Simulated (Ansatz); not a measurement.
Total energies of BClGeH4Si, SMILES `Cl[SiH]1[BH][GeH2]1`.

| atom | x (Å) | y (Å) | z (Å) |
| --- | --- | --- | --- |
| Cl1 | -1.310 | -0.428 | 3.115 |
| Si2 | -0.373 | 0.010 | 1.355 |
| B3 | -0.624 | -0.755 | -0.321 |
| Ge4 | 0.627 | 0.241 | -1.389 |
| H5 | 0.588 | 1.097 | 1.648 |
| H6 | -1.349 | -1.618 | -0.693 |
| H7 | 1.529 | 1.348 | -0.819 |
| H8 | 0.911 | 0.105 | -2.896 |

The species carries charge 0 and has multiplicity 1. Correlated methods include outer-core shells of Ge, which these sets cover unevenly. Scalar relativity is left out up to krypton. Geometry: relaxed with PBE0-D4/def2-TZVP. Basis def2-TZVPP, Ansatz 0.2.0.

RPA on PBE orbitals: Hartree–Fock energy of these orbitals -2850.74743 Eh, correlation -1.13321 Eh (frozen core).

```json
{"functional": "LDA (SPW92)", "energy without D4 (Eh)": "-2847.86050", "D4 term (kJ/mol)": "–"}
{"functional": "PBE", "energy without D4 (Eh)": "-2853.27265", "D4 term (kJ/mol)": "-21.4"}
{"functional": "revPBE", "energy without D4 (Eh)": "-2853.66044", "D4 term (kJ/mol)": "-54.4"}
{"functional": "BLYP", "energy without D4 (Eh)": "-2854.00128", "D4 term (kJ/mol)": "-45.9"}
{"functional": "r2SCAN", "energy without D4 (Eh)": "-2853.88554", "D4 term (kJ/mol)": "-4.9"}
{"functional": "B97M-V", "energy without D4 (Eh)": "-2853.40361", "D4 term (kJ/mol)": "–"}
{"functional": "PBE0", "energy without D4 (Eh)": "-2853.39508", "D4 term (kJ/mol)": "-18.3"}
{"functional": "B3LYP", "energy without D4 (Eh)": "-2854.05543", "D4 term (kJ/mol)": "-35.2"}
{"functional": "r2SCANh", "energy without D4 (Eh)": "-2853.87275", "D4 term (kJ/mol)": "-5.4"}
{"functional": "r2SCAN0", "energy without D4 (Eh)": "-2853.85500", "D4 term (kJ/mol)": "-6.0"}
{"functional": "HSE06 (plane-wave form)", "energy without D4 (Eh)": "-2853.37959", "D4 term (kJ/mol)": "-17.3"}
{"functional": "BHLYP", "energy without D4 (Eh)": "-2853.92630", "D4 term (kJ/mol)": "-31.2"}
{"functional": "CAM-B3LYP", "energy without D4 (Eh)": "-2854.07868", "D4 term (kJ/mol)": "-19.0"}
{"functional": "LC-ωPBE", "energy without D4 (Eh)": "-2853.43890", "D4 term (kJ/mol)": "–"}
{"functional": "ωB97X-V", "energy without D4 (Eh)": "-2853.64812", "D4 term (kJ/mol)": "–"}
{"functional": "ωB97M-V", "energy without D4 (Eh)": "-2853.78265", "D4 term (kJ/mol)": "–"}
{"functional": "B2PLYP", "energy without D4 (Eh)": "-2853.31749", "D4 term (kJ/mol)": "–"}
{"functional": "PBE-QIDH", "energy without D4 (Eh)": "-2852.88915", "D4 term (kJ/mol)": "–"}
```

B3LYP takes the VWN-RPA correlation (the form of Gaussian; ORCA's B3LYP/G). HSE06 is the plane-wave form, built on full-range PBE exchange. The double hybrids freeze the cores in their second-order part.

LC-ωPBE has ω = 0.4 bohr⁻¹.
